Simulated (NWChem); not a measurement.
Molecule: C2H4FNSi; SMILES N#C[C@@H](F)[SiH3]

Computed with NWChem. Medium grid unless said otherwise, to which SCAN and Minnesota functionals are sensitive. All runs use the structure optimised with PBE0/def2-SVP. B3LYP is NWChem's, with the RPA form of VWN correlation. Total energies of different functionals are on different scales.

```csv
level,energy (Ha),highest occupied level (eV),orbital gap (eV),dipole (D)
B3LYP/def2-SVP,-522.4109,-8.70,8.01,3.31
PBE/def2-SVP,-521.9778,-7.50,5.95,3.20
MN15/def2-SVP,-521.9886,-9.68,9.85,3.28
LRC-wPBEh/def2-SVP,-522.0465,-10.83,12.06,3.38
MPW1K/def2-SVP,-522.3186,-10.08,10.27,3.50
OLYP/def2-SVP,-522.3187,___,___,3.21
TPSSh/def2-SVP,-522.4172,-8.22,7.25,3.32
```

Task: What belongs in the gaps?

Result: 
- OLYP/def2-SVP, highest occupied level (eV): -7.39
- OLYP/def2-SVP, orbital gap (eV): 6.05
